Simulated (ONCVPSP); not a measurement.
phosphorus (P): excitation energies, all-electron against ONCV

phosphorus (P), optimised norm-conserving Vanderbilt (ONCV), made with ONCVPSP 4.0.1 (PBE, scalar-relativistic). Core [He], reference 2s2 2p6 3s2 3p2 (charge +1). Waves: 2s+3s: rc 0.85 bohr, ncon 5, nbas 8, qcut 12.9 1/bohr, 3 projectors, debl 3.9 Ha; 2p+3p: rc 0.80 bohr, ncon 4, nbas 7, qcut 21.5 1/bohr, 2 projectors. Local part: polynomial inside 0.70 bohr (lpopt 1, dvloc0 4 Ha). Core correction: polynomial model core, fcfact 0.2.

Energies are relative to the spin-unpolarised reference configuration 2s2 2p6 3s2 3p2; without spin polarisation the order of configurations can differ from experiment.

(1) Give the all-electron excitation energy and the error of the potential for: 2s2 2p6 3s2 3p3; 2s2 2p6 3s2 3p1; 2s2 2p6 3s2 3p0; 2s2 2p6 3s1 3p4.

Levels in the configuration 2s2 2p6 3s2 3p1:

```tsv
level	all-electron (eV)	pseudo (eV)
2s	-197.526	-197.528
2p	-148.090	-148.062
3s	-33.956	-33.955
3p	-24.275	-24.272
```

Answers

(1)

```csv
valence configuration,charge,ΔE all-electron (eV),error AE − PS (meV)
2s2 2p6 3s2 3p3,0,-9.730,+0.2
2s2 2p6 3s2 3p1,+2,19.147,+0.7
2s2 2p6 3s2 3p0,+3,48.886,+4.4
2s2 2p6 3s1 3p4,0,-1.195,+1.0
```
